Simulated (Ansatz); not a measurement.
CH7AlOSSi (`[AlH2][CH](S)O[SiH3]`), relaxed with RKS PBE-D4/def2-SVP in Ansatz 0.2.0 from a rough embedded geometry. The force threshold is 0.03 eV/Å; the program also tests the step.

Charge 0, multiplicity 1.

Start:

```xyz
12

Al    0.529    2.094    0.723
C     0.173    0.475   -0.294
S    -1.117    0.863   -1.521
O    -0.275   -0.560    0.678
Si    0.025   -2.106   -0.033
H    -0.559    2.848    1.602
H     2.033    2.751    0.695
H     1.121    0.189   -0.778
H    -2.153    1.061   -0.486
H    -0.507   -3.085    0.929
H    -0.709   -2.220   -1.304
H     1.439   -2.308   -0.211
```

```
step  energy (eV)  largest force (eV/Å)  largest move (Å)
   1  -28480.8417                 1.598             0.000
   2  -28481.1959                 1.231             0.183
   3  -28481.3127                 0.670             0.168
   4  -28481.3866                 0.366             0.195
   5  -28481.4588                 0.317             0.197
   6  -28481.4769                 0.661             0.196
   7  -28481.5150                 0.189             0.200
   8  -28481.5211                 0.225             0.179
   9  -28481.5252                 0.215             0.151
  10  -28481.5347                 0.109             0.042
  11  -28481.5361                 0.041             0.026
  12  -28481.5377                 0.036             0.051
  13  -28481.5386                 0.158             0.195
  14  -28481.5406                 0.046             0.050
  15  -28481.5413                 0.030             0.032
  16  -28481.5419                 0.028             0.085
  17  -28481.5419                 0.028             0.043
```

End:

```xyz
12

Al    0.336    2.273    0.689
C     0.569    0.390    0.106
S    -0.520    1.148   -1.398
O    -0.010   -0.707    0.699
Si   -0.154   -2.229   -0.059
H    -0.958    2.611    1.565
H     1.522    3.286    0.342
H     1.501    0.149   -0.462
H    -1.698    1.051   -0.712
H    -0.369   -3.210    1.052
H    -1.330   -2.237   -0.998
H     1.110   -2.525   -0.824
```

Hardware: 4 threads of a server CPU on a shared host. Wall time 26 s, peak host memory 0.19 GiB.
